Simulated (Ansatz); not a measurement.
CH6OSSi, SMILES `O[SiH2]CS`. Charge 0, multiplicity 1.

```xyz
10

O    -0.6702    0.6827   -1.6963
Si   -0.3066   -0.6166   -0.7584
C     0.8887   -0.1011    0.5920
S     0.1656    1.2899    1.5132
H    -0.8451    1.4890   -1.2018
H     0.2740   -1.6389   -1.6633
H    -1.5124   -1.1710   -0.0785
H     1.8032    0.2982    0.1454
H     1.1755   -0.9065    1.2709
H    -0.9726    0.6743    1.8768
```

Task: What are the harmonic wavenumbers in cm⁻¹ at PBE0-D4/def2-TZVP (Ansatz, finite differences of forces, unscaled)? (Estimate.)

Result: Ansatz gave: 98, 164, 229, 273, 385, 534, 655, 698, 738, 772, 847, 901, 922, 947, 971, 1125, 1174, 1418, 2195, 2240, 2695, 3074, 3132, 3864.

Task: Is this a minimum?

Result: Yes, all 24 modes are real.

Task: Give the ideal-gas thermochemistry at 298.15 K and 1 bar (rigid rotor, harmonic oscillator; point group C1, symmetry number 1).

Result: Zero-point energy 179.7 kJ/mol; H(298) − E = 199.1 kJ/mol; entropy 330.2 J/(mol·K), of which translation 165.5, rotation 110.2, vibration 54.5; G(298) − E = 100.6 kJ/mol. Modes under 100 cm⁻¹ are hindered rotations or soft bends, so the harmonic entropy is rough.

Task: Rotational constants (cm⁻¹)?

Result: 0.2811, 0.08509, 0.07232.
